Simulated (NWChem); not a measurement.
# Atomisation of HIPbS

```
Pb
S 1 2.5446
H 2 1.3543 1 92.86
I 1 2.8296 2 95.68 3 180.00
```
Charge 0, spin multiplicity 1.

Everything below was run with NWChem. The geometry was optimised at PBE0/def2-SVP with def2 effective core potentials on I, Pb, a minimum by its harmonic frequencies. It is one conformer; others weren't searched.

Basis set: def2-TZVP. The atomisation energy is electronic alone: no zero-point, thermal, spin-orbit or counterpoise terms. No value is extrapolated to the basis-set limit. Free atoms are single determinants with multiplicities Pb 3, I 2, S 3, H 2. Correlated methods freeze the same cores in atoms and molecule, 13 orbitals in all.

```
method  atomisation energy (kcal/mol)  relative cost
------  -----------------------------  -------------
PBE0                            225.7              1
MP2                             221.7        under 3
HF                              142.2        under 3
B3LYP                           222.8        under 3
M06-2X                          214.0        under 3
PBE                             234.4        under 3
r2SCAN                          229.9        under 3
```

The values span 92.2 kcal/mol, from HF (lowest) to PBE (highest). Relative cost: rough, from shared machines, SCF included, PBE0 = 1. Costs are the molecule's.

Effective core potentials replace the inner electrons of I; spin-orbit coupling is left out. B3LYP has NWChem's definition, with VWN1-RPA local correlation. The structure started from a generated list of species. The stability of the SCF solutions was not checked. Open-shell Hartree-Fock references start from PBE0 orbitals; any time given for them includes that run.
